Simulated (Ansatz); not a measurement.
Calculated with Ansatz (gas phase, PBE0-D4/def2-TZVP geometries, no zero-point term in ΔE). CCSD(T)/CBS is the MP2 limit (def2-TZVPP, def2-QZVPP) plus CCSD(T) − MP2 in def2-TZVPP, frozen cores. This one scheme is used for every species. Functionals use def2-TZVPP. B3LYP here is the variant with VWN-RPA as its local correlation; programs differ in this. For Br outer-core shells are correlated without core-valence functions, which leaves a few kJ/mol of doubt a bond. Scalar relativity is left out up to krypton.

Consider the silylene formation by 1,1-elimination: `C[SiH2]Br` → `C[Si]Br` + H₂.

CCSD(T)/CBS gives +49.6 kcal/mol.

Problem. Another level gave +41.8 kcal/mol. Which?
A. B3LYP/def2-TZVPP
B. SCS-MP2/def2-TZVPP
C. BLYP/def2-TZVPP
D. r2SCANh/def2-TZVPP

Solution. C. BLYP 41.8, B3LYP 46.5, r2SCANh 52.4, SCS-MP2/def2-TZVPP 50.9 kcal/mol.

Largest T1 diagnostic among the species: 0.011.

At CCSD(T), def2-SVP lies −1.1 kcal/mol from the extrapolated value and def2-TZVPP −0.5 kcal/mol. From BLYP to BHLYP (50 % exact exchange), in def2-TZVPP and without D4, ΔE moves by +9.8 kcal/mol.
